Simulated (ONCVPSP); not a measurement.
manganese: excitation energies, all-electron against ONCV

- Element: Mn
- Generator: ONCVPSP 4.0.1
- Type: optimised norm-conserving Vanderbilt (ONCV)
- Functional: PBEsol
- Relativity: scalar-relativistic
- Frozen core: [Ne]
- Valence charge: 15
- Reference configuration: 3s2 3p6 3d5 4s1.5 4p0.5
- Partial waves: 3s+4s: rc 1.20 bohr, ncon 4, nbas 7, qcut 12.8 1/bohr, 2 projectors; 3p+4p: rc 1.55 bohr, ncon 4, nbas 9, qcut 7.6 1/bohr, 2 projectors; 3d: rc 1.55 bohr, ncon 3, nbas 8, qcut 8.1 1/bohr, 1 projector
- Local potential: polynomial inside 1.10 bohr (lpopt 5, dvloc0 1 Ha)
- Core correction: Teter function, fcfact 4.75, rcfact 1.35

Energies are relative to the spin-unpolarised reference configuration 3s2 3p6 3d5 4s1.5 4p0.5; without spin polarisation the order of configurations can differ from experiment.

```csv
valence configuration,charge,ΔE all-electron (eV),error AE − PS (meV)
3s2 3p6 3d5 4s2 4p0,0,-1.916,+0.3
3s2 3p6 3d5 4s0 4p0,+2,22.029,+5.1
3s2 3p6 3d6 4s0 4p0,+1,4.859,+40
```

(1) What are ΔE and the potential's error for 3s2 3p6 3d5 4s1 4p0?

Levels in the configuration 3s2 3p6 3d5 4s2 4p0:

```csv
level,all-electron (eV),pseudo (eV)
3s,-85.644,-85.641
3p,-54.483,-54.480
3d,-6.794,-6.793
4s,-5.125,-5.126
```

## Answers

(1) ΔE = 6.517 eV all-electron; the error (AE − PS) is +0.3 meV.
